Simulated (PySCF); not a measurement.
## Ru³⁴⁺ (ruthenium, charge +34) across methods

[Ne], closed-shell 1S. Computed with PySCF 2.14 in an even-tempered Gaussian basis (19 s from 13 bohr⁻², ratio 2.2; 12 p from 16 bohr⁻², ratio 2.2; 6 d from 71 bohr⁻², ratio 2.4; 5 f from 110 bohr⁻², ratio 2.4; 4 g from 160 bohr⁻², ratio 2.4), with scalar relativity by spin-free X2C-1e.

```csv
method,E (hartree),mean ε 1s (eV),mean ε 2s (eV),mean ε 2p (eV),Σ⟨r²⟩ (bohr²),⟨S²⟩
r2SCAN0,-3581.76,-24007.5,-5055.7,-4741.6,0.1620,0.000
PBE,-3581.17,-23893.2,-5014.0,-4709.8,0.1623,0.000
M06-2X,-3581.90,-24054.3,-5065.2,-4758.3,0.1621,0.000
PBE0,-3581.30,-23974.9,-5043.1,-4733.4,0.1622,0.000
LDA,-3576.47,-23861.7,-5008.2,-4707.2,0.1624,0.000
UHF,-3581.24152,-24219.1,-5128.6,-4802.4,0.1620,0.000
```

**Question.** Estimate the same row for r2SCAN.

**Answer.** E (hartree) = -3581.79; mean ε 1s (eV) = -23936.8; mean ε 2s (eV) = -5031.0; mean ε 2p (eV) = -4720.9; Σ⟨r²⟩ (bohr²) = 0.1621; ⟨S²⟩ = 0.000.
